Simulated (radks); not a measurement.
Initial-state core-level shifts of the molybdenum ion Mo+ when its valence configuration changes from [Kr] 4d5. Calculated with a radial shooting solver on a logarithmic mesh with Libxc functionals: scalar-relativistic Kohn-Sham, LDA (Slater exchange, Perdew-Wang correlation), spin-polarised, spherical densities, point nucleus; open shells are filled with parallel spins first (spin-orbit coupling, left out, can overturn this in heavy ions). Shifts are changes of the shell-averaged eigenvalues in eV (positive: less bound).

valence              1s       2s       2p       3s
4d4.5 5s0.5      -1.685   -1.801   -1.792   -1.765
4d3.5 5s0.5 5p1  -6.581   -6.941   -6.910   -6.818
4d3.5 5s1.5      -5.462   -5.827   -5.799   -5.691
4d4 5s1          -3.472   -3.713   -3.695   -3.632
4d4.5 5p0.5      -2.302   -2.403   -2.393   -2.377
4d3 5p2          -9.747  -10.248  -10.202  -10.066
4d4 5p1          -4.691   -4.909   -4.888   -4.844
4d3 5s2          -7.526   -8.029   -7.992   -7.825
